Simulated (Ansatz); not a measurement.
A nudged elastic band was laid between two geometries of CH$_{3}$BSSi (7 atoms, charge 0, multiplicity 1).

These are results of RKS PBE0-D4/6-31G* in Ansatz 0.2.0, not measurements.

| Quantity | Value |
| --- | --- |
| movable images | 7 |
| climbing image | yes |
| spring | 5.0 eV/Å² |
| optimiser | quadratic models (default) |
| start path | through a guess of the saddle point |
| force threshold | 0.05 eV/Å |
| iteration limit | 60 |
| end points | relaxed |

Image 0:

```xyz
7
Properties=species:S:1:pos:R:3
B -1.881 0.229 -1.014
C -0.837 0.144 -0.158
Si 0.437 0.048 0.925
S 2.442 -0.421 0.469
H -2.791 0.302 -1.758
H 0.403 0.269 2.389
H 2.227 -0.571 -0.853
```

Image 8:

```xyz
7
Properties=species:S:1:pos:R:3
B -2.166 0.287 -0.999
C -1.002 0.151 -0.322
Si 0.433 -0.011 0.519
S 2.281 -0.513 -0.371
H -3.181 0.408 -1.582
H 0.645 0.163 1.978
H 2.990 -0.484 0.776
```

Question: What changes between the two ends?

Answer: No bond is made or broken. The dihedral C2–Si3–S4–H7 goes from 0 to 180°.

Question: What energy profile does the band end with?

Answer: It converged. The highest image is number 4 of 0 to 8, 0.35 eV above the first end and 0.29 eV above the last; the last end lies 0.06 eV above the first. A vibrational analysis at the climbing image gives one clearly imaginary mode, 338i cm⁻¹: a first-order saddle point.

```
image  path coordinate (Å)  energy (eV)  dihedral C2–Si3–S4–H7 (°)
    0                 0.00         0.00                          0
    1                 0.38         0.03                         14
    2                 0.75         0.16                         41
    3                 1.13         0.30                         67
    4                 1.50         0.35                         91
    5                 1.92         0.29                        117
    6                 2.33         0.18                        142
    7                 2.74         0.09                        165
    8                 3.16         0.06                        180
```

Question: What is the geometry of the highest image?

Answer: 
```xyz
7
Properties=species:S:1:pos:R:3
B -2.037 0.220 -0.990
C -0.937 0.096 -0.206
Si 0.423 -0.045 0.764
S 2.213 -1.102 0.257
H -2.995 0.332 -1.666
H 0.519 0.525 2.130
H 2.815 -0.025 -0.289
```

Question: What are the harmonic wavenumbers there?

Answer: 338i, 99, 161, 287, 432, 505, 712, 721, 783, 820, 863, 1778, 2290, 2709, 2883 cm⁻¹.

The band took 11 iterations and roughly 7 core-minutes.

The run took 6.6 min on 1 CPU thread of a shared host.
